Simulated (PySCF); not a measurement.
Predicted microwave data (PBE0/pcSseg-1 in PySCF (dipole) on a GFN2-xTB geometry, gas phase) for one isomer of C6H14OP2:

- Rotational constants: A = 1529, B = 816.0, C = 721.3 MHz
- Dipole components: |μa| = 1.39 D, |μb| = 1.29 D, |μc| = 3.19 D
- Inertial defect: -249.26 u·Å²
- κ: -0.77

**Question.** Which structure is it? (One computed conformer of each.)
A. `[CH2:1]=[CH:2][P@@:3](=[CH2:4])([CH2:5][PH2:6])[CH2:7][O:8][CH3:9]` with C1–C2–P3–C4 -96°, C2–P3–C5–P6 -82°, P3–C5–P6–H -163° and -70°, C2–P3–C7–O8 -79°, P3–C7–O8–C9 79°
B. `[CH2:1]=[C:2]([CH3:3])[P@:4]([CH3:5])(=[O:6])[P:7]([CH3:8])[CH3:9]` with C1–C2–P4–C5 125°, C2–P4–P7–C8 169°
C. `[CH3:1][CH2:2][P:3]1(=[O:4])[CH2:5][CH2:6][PH:7][CH2:8][CH2:9]1` with C1–C2–P3–O4 180°, C2–P3–C5–C6 -178°, P3–C5–C6–P7 67°, C5–C6–P7–C8 -57°, C6–P7–C8–C9 58°
D. `[CH2:1]=[C:2]([CH3:3])[P@:4](=[O:5])([CH2:6][CH3:7])[CH2:8][PH2:9]` with C1–C2–P4–O5 -7°, C2–P4–C6–C7 69°, C2–P4–C8–P9 171°, P4–C8–P9–H 61° and 154°

**Answer.** D. It is C=C(C)[P@](=O)(CC)CP, an asymmetric top, point group C1. The candidates at the same level (rigid rotor, commonest isotopes):

```tsv
SMILES	A (MHz)	B (MHz)	C (MHz)	μa (D)	μb (D)	μc (D)	Δ (u·Å²)	point group	rotor
CCP1(=O)CCPCC1	1919	794.4	792.6	1.68	3.37	1.38	-261.94	–	–
C=C(C)[P@](=O)(CC)CP	1529	816.0	721.3	1.39	1.29	3.19	-249.26	C1	asymmetric top
C=C(C)[P@](C)(=O)P(C)C	1558	945.5	856.3	0.61	1.01	2.29	-268.72	C1	asymmetric top
C=C[P@@](=C)(CP)COC	1473	778.7	745.0	1.99	2.49	1.22	-313.82	C1	near-prolate asymmetric top
```

`C=C[P@@](=C)(CP)COC` has B 5 % too low; `C=C(C)[P@](C)(=O)P(C)C` has C 19 % too high; `CCP1(=O)CCPCC1` has A 25 % too high. No structure here is proved a minimum.
